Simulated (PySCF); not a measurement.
Input for PySCF: R-B3LYP/6-31G* on CH5BO2 (SMILES COBO).

```python
from pyscf import gto, scf, dft, mp
from pyscf.data.elements import chemcore

mol = gto.M(
    atom='''
    C    -1.32464635    0.34491378   -0.07348849
    O     0.08359637    0.52245792   -0.00274244
    B     0.95231146   -0.51781969   -0.09327618
    O     2.28996722   -0.28624105   -0.01892478
    H    -1.71311523    0.91852506   -0.91602549
    H    -1.58800076   -0.70705924   -0.20222579
    H    -1.77620862    0.71866028    0.84638725
    H     0.57701242   -1.64208940   -0.23761321
    H     2.49908348    0.64865235    0.09747630
    ''',
    basis='6-31g*',
    cart=True,
    charge=0, spin=0, verbose=3, max_memory=1800)
mf = dft.RKS(mol, xc='b3lyp')
mf.conv_tol = 1e-8
mf.max_cycle = 100
mf.kernel()
if not mf.converged:
    mf = mf.newton().run(mf.mo_coeff, mf.mo_occ)
```

The log:

```
converged SCF energy = -216.499466610239
```

The calculation finished and met its thresholds.

Cost: very roughly 6 core-seconds.
